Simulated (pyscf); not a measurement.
H₃Si–AsH₂, singlet

Gas-phase minimum from PySCF at ωB97X-D3(BJ)/def2-SVP, one conformer. 

SMILES: [SiH3][AsH2]
```xyz
7

Si    -0.1172     0.5006    -0.4290
As    -0.1199    -1.7063     0.3903
H      0.9197     1.2745     0.3126
H     -1.4355     1.1798    -0.2753
H      0.2470     0.4640    -1.8748
H     -0.8137    -1.3016     1.6805
H     -1.4308    -2.0381    -0.3034
```
Charge 0, spin multiplicity 1.

Bonds (Å): Si1–As2 2.354, Si1–H3 1.491, Si1–H4 1.491, Si1–H5 1.491, As2–H6 1.520, As2–H7 1.520. Bond angles (°): As2–Si1–H3 108.3, As2–Si1–H4 113.0, As2–Si1–H5 108.3, H3–Si1–H4 109.1, H3–Si1–H5 109.0, H4–Si1–H5 109.1, Si1–As2–H6 92.7, Si1–As2–H7 92.7, H6–As2–H7 93.0.

Properties at ωB97X-D3(BJ)/def2-SVP:

```yaml
harmonic_wavenumbers_unscaled: 159, 384, 453, 473, 698, 746, 911, 954, 963, 1015, 2250, 2255, 2257, 2265, 2273 cm⁻¹
zero_point_energy: 25.8 kcal/mol
rotational_symmetry_number: 1
Entropy of this conformer at 298 K and 1 atm, rigid rotor and harmonic oscillator, modes under 100 cm⁻¹ raised to 100: 291.8 J/(mol K)
dipole_moment: 0.54 D
```

Single-point totals, which compare only within one level (frozen core for MP2 and CC):

| level | total energy (hartree) |
|---|---|
| ωB97X-D3(BJ)/def2-TZVP | -2528.35496 |
| PBE/def2-TZVP | -2527.87612 |
| r²SCAN/def2-TZVP | -2528.33581 |
| B3LYP-D3(BJ)/def2-TZVP | -2528.45562 |
| PBE0-D3(BJ)/def2-TZVP | -2527.98039 |
| M06-2X/def2-TZVP | -2528.35027 |
| ωB97M-D3(BJ)/def2-TZVP | -2528.42824 |
| HF/def2-TZVPP | -2526.04998 |
| MP2/def2-TZVPP | -2526.45985 |
| CCSD/def2-TZVPP | -2526.49529 |
| CCSD(T)/def2-TZVPP | -2526.51055 |

Soft torsions are taken as harmonic, which can shift the entropy by several J/(mol K). The CCSD(T) − MP2 part came from Ansatz, without density fitting, on the same reference. The frozen core leaves the outer d or s,p core shells of the metals and heavy elements correlated in the MP2 and CC values, and def2-TZVPP describes them poorly, so these totals are far from the basis limit. Elements up to Kr have no core potential and no relativistic terms here.
